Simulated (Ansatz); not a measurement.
A CCSD(T) single point on `[Au][Au]`.

```yaml
crystal:
  periodic: [false, false, false]
  atoms:
    - {symbol: Au, position_ang: [1.076514, -0.360284, 0.551496]}
    - {symbol: Au, position_ang: [-1.076514, 0.360284, -0.551496]}
basis:
  gaussian: {orbitals: def2-SVP}
correlation: {method: ccsd_t}
```

```sh
$ ansatz run in.yaml --threads 2 --pin off --events-out ev --progress --plain --max-ram 32768MiB --backend cpu
```

Log, shortened:

```
Functional definition: HF
652 factors; integrals over basis functions are off by at most 5.1e-4 eV
mean field evaluation 1: about -7334.3863 eV, gradient 2.6e1 eV
mean field evaluation 2: about -7334.5571 eV, gradient 2.6e1 eV
mean field evaluation 4: about -7335.9968 eV, gradient 1.7e0 eV
mean field evaluation 8: about -7336.0205 eV, gradient 1.8e-1 eV
mean field -7336.02105142 eV, -269.5938011062 hartree, gradient 3.4e-6 eV, S^2 0.000000; 0 other end points of the search recorded, 0 dependent functions left out
reference -7336.02105142 eV, -269.5938011062 hartree; 19, 19 occupied and 45, 45 virtual orbitals, 652 factors
second order -19.46013405 eV of doubles, -0.00000000 eV of singles
cycle   1  -17.14661546 eV  change     2.3e0 eV  update   1.5e-1
cycle   2  -17.85862687 eV  change   -7.1e-1 eV  update   4.4e-2
cycle   3  -17.94096925 eV  change   -8.2e-2 eV  update   2.5e-2
cycle   4  -17.90918545 eV  change    3.2e-2 eV  update   1.2e-2
cycle   5  -17.90550928 eV  change    3.7e-3 eV  update   8.7e-3
cycle   6  -17.92021120 eV  change   -1.5e-2 eV  update   4.0e-3
cycle   7  -17.92024471 eV  change   -3.4e-5 eV  update   1.7e-3
cycle   8  -17.91863730 eV  change    1.6e-3 eV  update   4.7e-4
cycle   9  -17.91872637 eV  change   -8.9e-5 eV  update   2.3e-4
cycle  10  -17.91883559 eV  change   -1.1e-4 eV  update   5.6e-5
cycle  11  -17.91872311 eV  change    1.1e-4 eV  update   2.3e-5
cycle  12  -17.91875881 eV  change   -3.6e-5 eV  update   8.3e-6
perturbative correction -0.48549539 eV, -0.0178416264 hartree
Total energy: -7354.42530562 eV, -270.2701449730 hartree
```

Hardware: 2 threads of an AMD EPYC 7R13 on a shared host. Wall time 1.9 s, peak host memory 0.22 GiB.

Correlation energy per correlated electron: -0.484 eV. T1 diagnostic: 0.0210.
